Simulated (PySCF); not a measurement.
A run for PySCF: R-MP2/6-31G* on GeH3NO (SMILES [NH2][Ge][OH]), a point of a torsion scan.

```python
from pyscf import gto, scf, dft, mp
from pyscf.data.elements import chemcore

mol = gto.M(
    atom='''
    N    -1.03130489   -0.04702487    0.22205120
    Ge    0.36182938   -1.08926979    0.72507526
    O     1.57689717   -0.09708865   -0.16429275
    H    -2.00674159   -0.23773385    0.38790565
    H    -0.92927377    0.75786696   -0.37742309
    H     2.47396955   -0.03753669    0.15102018
    ''',
    basis='6-31g*',
    cart=True,
    charge=0, spin=0, verbose=3, max_memory=1800)
mf = scf.RHF(mol)
mf.conv_tol = 1e-8
mf.max_cycle = 100
mf.kernel()
if not mf.converged:
    mf = mf.newton().run(mf.mo_coeff, mf.mo_occ)
pt = mp.MP2(mf, frozen=chemcore(mol)).run()
```

The log:

```
converged SCF energy = -2206.15791004512
E(RMP2) = -2206.75644943527  E_corr = -0.598539390145062
E(SCS-RMP2) = -2206.72587733563  E_corr = -0.567967290509989
```

The run converged.

Cost: around 1.2 core-seconds (rough).
